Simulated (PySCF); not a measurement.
# Tin: highly charged ions in a basis for the neutral atom

Sn(17+) [Ar] 3d10 4s2 4p3, Sn(18+) [Ar] 3d10 4s2 4p2. All numbers are calculated (PySCF 2.14, scalar relativity by spin-free X2C-1e, in x2c-SVPall (6s5p3d, 36 functions)). No spin-orbit coupling, so a gap to NIST mixes the basis error with missing relativistic terms.

Changed run: basis of the neutral atom used for a highly charged ion. This setting is unsound on purpose.

| species | method | sound run (hartree) | changed run (hartree) | converged |
| --- | --- | --- | --- | --- |
| Sn(17+) | UHF | not run | -6059.81482 | yes |
| Sn(17+) | M06-2X | not run | -6062.23027 | yes |
| Sn(17+) | MN15 | not run | -6065.51321 | yes |
| Sn(18+) | UHF | not run | -6042.46428 | yes |
| Sn(18+) | M06-2X | not run | -6044.85352 | yes |
| Sn(18+) | MN15 | not run | -6048.10701 | yes |

Ionisation energy of Sn(17+):

```json
{"method": "UHF", "changed run (eV)": "472.13", "NIST (eV)": "466 ± 3"}
{"method": "M06-2X", "changed run (eV)": "472.85", "NIST (eV)": "466 ± 3"}
{"method": "MN15", "changed run (eV)": "473.65", "NIST (eV)": "466 ± 3"}
```

The contracted functions were made for the neutral atom and can be too rigid for a highly charged ion.
